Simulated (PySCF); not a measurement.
**Polarisability and C₆ of Cr+ (chromium, charge +1)**

[Ar] 3d4 4s1, high-spin 6D determinant (an excited configuration). All numbers are calculated (PySCF 2.14, the non-relativistic Hamiltonian (point nucleus), in aug-cc-pwCVTZ). Coupled (time-dependent) response in atomic units; α is the mean over directions.

```tsv
method	mean α (bohr³)	α xx, yy, zz	C₆ (like pair)	S(−4)
revPBE	35.21	35.65, 35.65, 34.33	200.4	1011
```

S(−4) is the Cauchy moment in α(ω) = α(0) + S(−4) ω² + …

α(iu) at revPBE:

| u (hartree) | α(iu) (bohr³) |
| --- | --- |
| 0 | 35.21 |
| 0.0500 | 32.88 |
| 0.100 | 27.62 |
| 0.200 | 17.66 |
| 0.300 | 11.84 |
| 0.500 | 6.692 |
| 0.750 | 4.232 |
| 1.00 | 3.061 |
| 1.50 | 1.917 |
| 2.00 | 1.347 |
| 3.00 | 0.7809 |
| 5.00 | 0.3628 |

A single London oscillator, α(iu) = α/(1 + u²/ω²), gives C₆ = (3/4) ω α². Matching the computed C₆ needs ω = 4 × 200.4 / (3 × 35.21²) = 0.216 hartree.

For an ion, C₆ is the dispersion term alone; charge-induced terms of lower order in 1/R come first.

The components differ because the open shell of this determinant is not spherical; for a pure term their mean is the scalar polarisability.
